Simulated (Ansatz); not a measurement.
Cost and result up the ladder for Si(GeH3)2H2 (SiGe₂H₈) (11 atoms). Total charge 0; singlet. Geometry: PBE0-D4/def2-SVP.

```xyz
11

Si   -0.4215    0.5287    0.7212
Ge    1.9318    0.2828    0.4309
H     2.2971   -1.2059    0.2777
H     2.7023    0.8526    1.6370
H     2.3889    1.0271   -0.8378
Ge   -1.6272   -0.6640   -0.9533
H    -1.3458   -2.1734   -0.8290
H    -1.1909   -0.2034   -2.3570
H    -3.1443   -0.4360   -0.8138
H    -0.7774    1.9808    0.6546
H    -0.8130    0.0106    2.0695
```

Ansatz on 2 threads of Arm Neoverse V2 on a shared host. Times are rough, and most runs start from the orbitals of an earlier one. ωB97X-V/def2-TZVP serves as the yardstick here, not as an exact answer. Binding counts from free atoms at the same level (Si triplet, Ge triplet, H doublet; other spins of the atoms weren't run), without zero-point energy or a counterpoise term.

LC-ωPBE has ω = 0.4 bohr⁻¹. B3LYP takes the VWN-RPA correlation. Correlated methods freeze 23 core orbitals; core or outer-core shells of Ge are correlated, in sets that lack core-valence functions.

Correlated methods converge slowly with the basis.

```tsv
level	functions	wall time	binding energy per atom (eV)	difference from ωB97X-V/def2-TZVP (eV)
LDA (SPW92)/def2-TZVP	181	1.4 s	3.05	0.26
revPBE-D4/def2-TZVP	181	2.4 s	2.66	-0.12
HF/def2-TZVP	181	2.5 s	2.06	-0.72
LC-ωPBE/def2-TZVP	181	3.4 s	2.71	-0.08
B3LYP-D4/def2-TZVP	181	4 s	2.74	-0.05
CAM-B3LYP-D4/def2-TZVP	181	4.3 s	2.75	-0.03
r2SCAN-D4/def2-TZVP (with forces)	181	6 s	2.76	-0.03
r2SCANh-D4/def2-TZVP	181	6.5 s	2.75	-0.03
PBE0-D4/def2-TZVPD	223	6.5 s	2.71	-0.07
r2SCAN0-D4/def2-TZVP	181	6.5 s	2.74	-0.04
r2SCAN-D4/def2-TZVPD	223	8 s	2.76	-0.03
ωB97X-V/def2-TZVP	181	11 s	2.79	0.00
B97M-V/def2-TZVP	181	13 s	2.80	0.01
CCSD(T)/def2-TZVP	181	82 s	2.67	-0.12
```
